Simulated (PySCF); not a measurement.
Species: C4H8F2Si.
Numbering: `[F:1][C@@H:2]1[CH2:3][CH2:4][SiH2:5][C@H:6]1[F:7]` (hydrogens: H8 on C2; H9, H10 on C3; H11, H12 on C4; H13, H14 on Si5; H15 on C6)

Structure used (PBE0-D3(BJ)/def2-SVP), in Å, numbered top down from 1:
```
atom  x, y, z in Å
F1    -0.2329    0.0986    2.0058
C2    -0.9428    0.2438    0.8265
C3    -0.8121   -1.0283    0.0082
C4     0.6657   -1.2209   -0.3781
Si5    1.3399    0.5466   -0.5663
C6    -0.2716    1.3867    0.0676
F7    -1.0765    1.7109   -1.0154
H8    -1.9904    0.4853    1.0758
H9    -1.4359   -0.8994   -0.8911
H10   -1.2174   -1.8859    0.5677
H11    0.7813   -1.8412   -1.2783
H12    1.2105   -1.7251    0.4350
H13    2.5308    0.8240    0.2890
H14    1.6246    0.9674   -1.9690
H15   -0.1684    2.2700    0.7176
```

Theory: core-valence-separated Tamm–Dancoff BHandHLYP/aug-pcX-1 (pcseg-1 on H, def2-SVPD on Si) in PySCF, non-relativistic, gas phase, PBE0-D3(BJ)/def2-SVP geometry. The energies are unshifted.

The lowest roots of each edge with f over 0.003 (five at most, numbered afresh; weaker and dark ones are left out), with transition dipoles (au) in the frame of the coordinates:

| root | edge | E (eV) | μx | μy | μz |
| --- | --- | --- | --- | --- | --- |
| 1 | C | 285.31 | -0.0300 | 0.0060 | 0.0168 |
| 2 | C | 285.72 | -0.0045 | -0.0508 | 0.0011 |
| 3 | C | 285.79 | -0.0143 | 0.0010 | -0.0517 |
| 4 | C | 285.84 | -0.0312 | -0.0343 | -0.0127 |
| 5 | C | 285.99 | 0.0464 | -0.0161 | 0.0687 |
| 6 | F | 684.77 | -0.0265 | 0.0108 | -0.0317 |
| 7 | F | 685.33 | -0.0184 | 0.0058 | -0.0351 |
| 8 | F | 686.57 | 0.0130 | -0.0031 | 0.0128 |
| 9 | F | 686.65 | -0.0094 | 0.0035 | -0.0178 |

What are the oscillator strengths?

f = (2/3) ΔE |μ|², with ΔE in hartree (27.2114 eV):

```csv
root,ΔE (Eh),|μ|² (au),f,core hole on
1,10.4849,0.001218,0.009,C4
2,10.4999,0.002602,0.018,C4
3,10.5027,0.002878,0.020,C4
4,10.5045,0.002311,0.016,C3
5,10.5098,0.007132,0.050,C6
6,25.1647,0.001824,0.031,F7
7,25.1854,0.001604,0.027,F1
8,25.2308,0.000342,0.006,F7
9,25.2338,0.000417,0.007,F1
```

Molecules are fixed in this frame and the field points along (0, 1, 1)/√2. What effective strengths 3 f cos²θ do the roots have (θ between field and μ)?

root 1 (C4): 0.005, root 2 (C4): 0.026, root 3 (C4): 0.027, root 4 (C3): 0.023, root 5 (C6): 0.029, root 6 (F7): 0.011, root 7 (F1): 0.022, root 8 (F7): 0.002, root 9 (F1): 0.005. Averaged over all orientations cos²θ is 1/3, which gives f back.

One conformer stands for the species.
